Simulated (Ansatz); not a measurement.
Ideal-gas functions of C2H4FInO, SMILES `C=C[O][InH][F]` at 400 K and 1 bar, from an Ansatz frequency run at PBE0-D4/def2-TZVP.

Molar mass 177.87 g/mol, point group Cs (symmetry number 1), electronic degeneracy 1, moments of inertia 97.971, 253.056, 351.026 u Å². Harmonic wavenumbers (cm⁻¹, unscaled): 53, 129, 136, 153, 395, 402, 499, 568, 593, 727, 870, 988, 993, 1221, 1355, 1429, 1692, 1934, 3134, 3163, 3263.

Use S(trans) = R[1.5 ln M + 2.5 ln T − 1.1517]; rotational temperatures θ = 24.2544 K / I; S(rot) = R[ln(√π/σ · √(T³/θAθBθC)) + 1.5]; for each mode x = 1.438777 ν̃/T, S = R[x/(eˣ − 1) − ln(1 − e⁻ˣ)] and H = RT x/(eˣ − 1); 1 cm⁻¹ = 0.0119627 kJ/mol; R = 8.31446 J/(mol·K).

Q: By hand: the entropy, in J/(mol·K).

A: Translation 179.6. Rotation: θ = 0.2476, 0.0958, 0.0691 K, giving 118.6. Vibration, mode by mode: 22.11, 14.77, 14.34, 13.38, 6.06, 5.94, 4.48, 3.68, 3.43, 2.35, 1.56, 1.11, 1.10, 0.56, 0.38, 0.30, 0.13, 0.06, 0.00, 0.00, 0.00, in all 95.8. Electronic 0.0. Sum 394.0 J/(mol·K).

Q: By hand: H − E and G − E in kJ/mol, counted from the electronic energy.

A: Zero-point energy ½ × 23697 × 0.0119627 = 141.7; thermal vibration 19.2; translation, rotation and pV give 4 RT = 13.3. H − E = 174.2 kJ/mol, and G − E = 174.2 − 400 × 394.0/1000 = 16.6 kJ/mol.

Vibration gives 24 % of the entropy, 51.2 J/(mol·K) of it from the modes under 150 cm⁻¹: soft modes count most, and the harmonic formula is weakest for them. The sum counts one conformer and one mirror image; others add a mixing term.
